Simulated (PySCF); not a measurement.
Gas-phase reaction: 2 SbI3 = Sb2 + 3 I2

Method: PySCF energies (xtb for GFN2) plus ideal-gas RRHO corrections (1 bar). † marks an energy on the PBE0/def2-TZVP geometry and frequencies; other levels use their own. MP2 and CCSD(T) freeze the core. All species are closed-shell singlets. I, Sb: scalar-relativistic def2 core potential, no spin-orbit coupling. MP2 isn't extrapolated to the basis-set limit; its ΔH°(298 K) is 467.7 kJ in def2-SVP and 508.2 kJ in def2-TZVPP. CCSD(T) isn't extrapolated to the basis-set limit; its ΔH°(298 K) is 441.8 kJ in def2-SVP and 472.9 kJ in def2-TZVPP. The harmonic model lacks anharmonicity and excited electronic states, which grow with temperature; levels with a mode under 35 cm⁻¹ are left out. Soft modes under 120 cm⁻¹ make the harmonic entropy rough for SbI3.

```json
[
 {"level": "CCSD(T)/def2-TZVPP†", "ΔE electronic, kJ": "478", "ΔH°(298 K), kJ": "473", "ΔS°(298 K), J/K": "236", "ΔG°(2000 K), kJ": "36"},
 {"level": "GFN2-xTB", "ΔE electronic, kJ": "652", "ΔH°(298 K), kJ": "647", "ΔS°(298 K), J/K": "236", "ΔG°(2000 K), kJ": "209"},
 {"level": "HF/def2-TZVP†", "ΔE electronic, kJ": "490", "ΔH°(298 K), kJ": "485", "ΔS°(298 K), J/K": "236", "ΔG°(2000 K), kJ": "48"},
 {"level": "M06-2X/def2-TZVP†", "ΔE electronic, kJ": "564", "ΔH°(298 K), kJ": "559", "ΔS°(298 K), J/K": "236", "ΔG°(2000 K), kJ": "122"},
 {"level": "MP2/def2-TZVPP†", "ΔE electronic, kJ": "513", "ΔH°(298 K), kJ": "508", "ΔS°(298 K), J/K": "236", "ΔG°(2000 K), kJ": "71"},
 {"level": "PBE/def2-TZVP†", "ΔE electronic, kJ": "511", "ΔH°(298 K), kJ": "506", "ΔS°(298 K), J/K": "236", "ΔG°(2000 K), kJ": "69"},
 {"level": "PBE0/def2-QZVP†", "ΔE electronic, kJ": "523", "ΔH°(298 K), kJ": "518", "ΔS°(298 K), J/K": "236", "ΔG°(2000 K), kJ": "80"},
 {"level": "PBE0/def2-SVP†", "ΔE electronic, kJ": "533", "ΔH°(298 K), kJ": "528", "ΔS°(298 K), J/K": "236", "ΔG°(2000 K), kJ": "90"},
 {"level": "PBE0/def2-TZVP", "ΔE electronic, kJ": "524", "ΔH°(298 K), kJ": "519", "ΔS°(298 K), J/K": "236", "ΔG°(2000 K), kJ": "82"},
 {"level": "ωB97X-V/def2-TZVP†", "ΔE electronic, kJ": "540", "ΔH°(298 K), kJ": "535", "ΔS°(298 K), J/K": "236", "ΔG°(2000 K), kJ": "98"}
]
```
ΔH° is lowest at CCSD(T)/def2-TZVPP† and highest at GFN2-xTB. No reference value is set beside these.
